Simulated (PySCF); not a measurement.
Gas-phase reaction: SnH3Cl + Cl2 → SnCl3 + 3 H

Method: PySCF energies (xtb for GFN2) plus ideal-gas RRHO corrections (1 bar). † marks an energy on the PBE0/def2-TZVP geometry and frequencies; other levels use their own. Open shells (unrestricted): SnCl3 (multiplicity 2), H (multiplicity 2); the rest are closed-shell singlets. GFN2 has no spin-polarisation term. B3LYP is the form with VWN-RPA correlation. Sn: scalar-relativistic def2 core potential, no spin-orbit coupling. SnH3Cl, SnCl3: computed as isolated molecules; such fragments, hydroxides, amides, oligomers or adducts are transient or little studied in the gas.

GFN2-xTB gives ΔH°(298 K) = 492 kJ.

Task: What do PBE0/def2-TZVP, BLYP/def2-TZVP†, B3LYP/def2-TZVP† give?

Result: PBE0/def2-TZVP: 371 kJ; BLYP/def2-TZVP†: 385 kJ; B3LYP/def2-TZVP†: 398 kJ. For scale, ΔH°(298 K) is 492 kJ at this level, 399 kJ at ωB97M-V/def2-TZVP†, and runs from 217 to 492 kJ over the 17 levels computed († marks an energy on the PBE0/def2-TZVP geometry).
